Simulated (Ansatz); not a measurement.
CH2GeN2, SMILES `[C-]#[N+][Ge][NH2]` (lower singlet) (charge 0, multiplicity 1). This singlet lies 2.59 eV below the relaxed triplet at the level frozen-core CCSD(T)/cc-pVTZ // PBE0-D3(BJ)/def2-TZVP (Ansatz, a program for electronic structure).

Cartesian coordinates (Å):
```xyz
6

C      2.5190    -0.5967     0.4136
N      1.4977    -0.0286     0.3107
Ge     0.0754     1.2328     0.2988
N     -1.1160     0.0378    -0.3416
H     -0.8983    -0.9238    -0.5549
H     -2.0778     0.2785    -0.5211
```
Charge 0, spin multiplicity 1.

Problem. Give the natural occupations of the active orbitals, the CASSCF energy and the corrected energy for frozen-core fic-MRCISD+Q@CASSCF(2e,2o)/cc-pVTZ // PBE0-D3(BJ)/def2-TZVP run with Ansatz.

Solution. 
```yaml
natural_occupations: 1.95, 0.05
CASSCF energy: -2223.4245 Ha
corrected_energy: -2224.1197 Ha
weight_of_the_reference: 0.860
```
